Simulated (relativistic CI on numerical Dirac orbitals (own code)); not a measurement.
**Slater and spin-orbit integrals, Sr21+**

These numbers are calculated, not measured: Dirac-Coulomb-Breit CI, orbitals from a KLI potential per configuration, model QED (radiative potential, 1s self-energy scaled to tabulated hydrogen-like ionisation energies), unscaled Slater integrals (own radial code, finite nucleus).

Slater integrals F^k, G^k are unscaled and averaged over j, outside the closed core [Ne]; ζ comes from projecting the Hamiltonian with its Breit term on Σ l·s of the shell.

- 3s²3p⁵: ζ(3p) = 76896 cm⁻¹; <r>(3p) = 0.4272, <r^2>(3p) = 0.2103 (bohr units).
- 3s²3p⁴3d: F^2(3p,3p) = 232950, ζ(3p) = 76772, F^2(3p,3d) = 233130, G^1(3p,3d) = 255040, G^3(3p,3d) = 168720, ζ(3d) = 8882.8 cm⁻¹; <r>(3p) = 0.4278, <r^2>(3p) = 0.2109, <r>(3d) = 0.3865, <r^2>(3d) = 0.1736 (bohr units).
- 3s3p⁵3d: G^1(3s,3p) = 297120, ζ(3p) = 76711, G^2(3s,3d) = 192440, F^2(3p,3d) = 232890, G^1(3p,3d) = 254920, G^3(3p,3d) = 168600, ζ(3d) = 8986.2 cm⁻¹; <r>(3s) = 0.437, <r^2>(3s) = 0.2172, <r>(3p) = 0.4282, <r^2>(3p) = 0.2113, <r>(3d) = 0.3871, <r^2>(3d) = 0.1741 (bohr units).

Averages of the first 10 configurations, taken without configuration mixing, which lowers the lowest level and can move excited configurations by several eV; other configurations of the list can lie among them:

| Configuration | Parity | States | Average energy above the lowest level (eV) |
| --- | --- | --- | --- |
| 3s²3p⁵ | odd | 6 | 11.4 |
| 3s3p⁶ | even | 2 | 101.2 |
| 3s²3p⁴3d | even | 150 | 120.2 |
| 3s3p⁵3d | odd | 120 | 205.6 |
| 3p⁶3d | even | 10 | 301.1 |
| 3s3p⁴3d² | even | 1350 | 313.6 |
| 3s²3p³3d4p | even | 1200 | 607.5 |
| 3s²3p⁴4s | even | 30 | 468.2 |
| 3p⁶4s | even | 2 | 651.0 |
| 3p⁶4p | odd | 6 | 680.2 |
